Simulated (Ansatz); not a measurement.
Isolated molecules relaxed with PBE0-D4/def2-TZVP in Ansatz; ΔE leaves out vibrations. CCSD(T)/CBS is the MP2 limit (def2-TZVPP, def2-QZVPP) plus CCSD(T) − MP2 in def2-TZVPP, frozen cores. This one scheme is used for every species. Functionals use def2-TZVPP. B3LYP here is the variant with VWN-RPA as its local correlation; programs differ in this. Each species was taken in one conformer, which may not be the lowest.

Consider the formal exchange of groups at the Si–O bond: `OCO[SiH2]O` + CH₄ → `C[SiH2]OCO` + H₂O.

Q: Is it downhill or uphill in electronic energy at CCSD(T)/CBS, and by how much? (Best estimate.)

A: Ansatz gave: Uphill: ΔE = +111.7 kJ/mol.

Q: What do these levels give: PBE-D4, r2SCAN-D4, B3LYP-D4, PBE, r2SCAN, B3LYP, HF/def2-TZVPP, MP2/def2-TZVPP, CCSD/def2-TZVPP, HF/def2-QZVPP, HF/CBS(def2), CCSD/CBS(def2)? (Estimate.)

A: Ansatz gave: PBE-D4 106.0, r2SCAN-D4 116.3, B3LYP-D4 116.9, PBE 107.2, r2SCAN 116.7, B3LYP 118.7, HF/def2-TZVPP 127.2, MP2/def2-TZVPP 116.2, CCSD/def2-TZVPP 115.5, HF/def2-QZVPP 127.3, HF/CBS(def2) 127.3, CCSD/CBS(def2) 112.6 kJ/mol.

Largest T1 diagnostic among the species: 0.012.

In def2-TZVPP, CCSD(T) changes the Hartree–Fock value by −12.6 kJ/mol (the triples alone add −0.9 kJ/mol) and MP2 by −11.0 kJ/mol.
